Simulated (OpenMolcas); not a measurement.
Pr3+ in CaO: curves along the breathing mode

Pr3+ with its 6 nearest oxide ions, on the Ca site of CaO (a = 4.8105 Å, distance in the model lattice 2.405 Å). The rest of the host is ab initio model potentials to 7.6 Å, with orthogonalisation functions on the cations behind the ligands, and point charges beyond; the distance is set by hand and nothing relaxes, and no local charge compensation is placed. Ligand basis ANO-RCC-VDZP.

```json
{
 "Program": "OpenMolcas 26.06",
 "Method": "CASSCF",
 "Basis": "ANO-RCC-VDZP [7s6p4d2f1g]",
 "Scalar Hamiltonian": "DKH2, point nucleus",
 "Active space": "2 electrons in 7 orbitals (4f)",
 "State averaging": "2S+1 = 3 even, 21 roots; 2S+1 = 1 even, 27 roots kept (CI in the orbitals of an earlier block)",
 "Spin-orbit coupling": "state interaction with AMFI integrals over the reference wave functions"
}
```

Spin-free energies (labels of O, the rotations of Oh) in cm-1 above the lowest fitted minimum, as all ligands move together:

```json
{"R (Å)": "2.225", "3T1": "1200", "3T2": "2290", "3T1(2)": "2920", "3E": "3090", "3T1(3)": "8060", "3T2(2)": "8560", "1E": "8330"}
{"R (Å)": "2.278", "3T1": "0", "3T2": "990", "3T1(2)": "1610", "3E": "1700", "3T1(3)": "6720", "3T2(2)": "7220", "1E": "7100"}
{"R (Å)": "2.33", "3T1": "2240", "3T2": "3140", "3T1(2)": "3730", "3E": "3780", "3T1(3)": "8850", "3T2(2)": "9330", "1E": "9300"}
{"R (Å)": "2.382", "3T1": "7500", "3T2": "8330", "3T1(2)": "8890", "3E": "8900", "3T1(3)": "14030", "3T2(2)": "14500", "1E": "14540"}
{"R (Å)": "2.487", "3T1": "26470", "3T2": "27190", "3T1(2)": "27700", "3E": "27670", "3T1(3)": "32880", "3T2(2)": "33310", "1E": "33460"}
{"R (Å)": "2.54", "3T1": "40060", "3T2": "40750", "3T1(2)": "41220", "3E": "41180", "3T1(3)": "46430", "3T2(2)": "46850", "1E": "47030"}
```

Cubic fits give the following; the wavenumber is harmonic, with the mass of all moving ligands, small differences in it between states hang on the degree of the fit, a number in brackets counts states of one label, and the table is a selection of at most 14 states with clean curves.

```
 State  R0 (Å)  Breathing mode (cm-1)  Minimum (cm-1)
   3T1   2.269                    653               0
   3T2   2.270                    654            1000
3T1(2)   2.271                    653            1620
    3E   2.272                    655            1730
3T1(3)   2.271                    655            6740
3T2(2)   2.271                    654            7240
    1E   2.269                    653            7100
   1A1   2.268                    652            7060
   1T1   2.269                    653            7140
   3A2   2.272                    655            7840
   1T2   2.272                    655            8580
1T2(2)   2.268                    652           20660
 1E(2)   2.271                    654           22530
1A1(2)   2.268                    653           24760
```

For an f ion spin-orbit coupling outweighs the ligand field, so these spin-free curves are not those of observable levels.

Without dynamic correlation the ligand-field splitting of an f shell can come out too small, at times by half. No measured value stands beside these numbers.
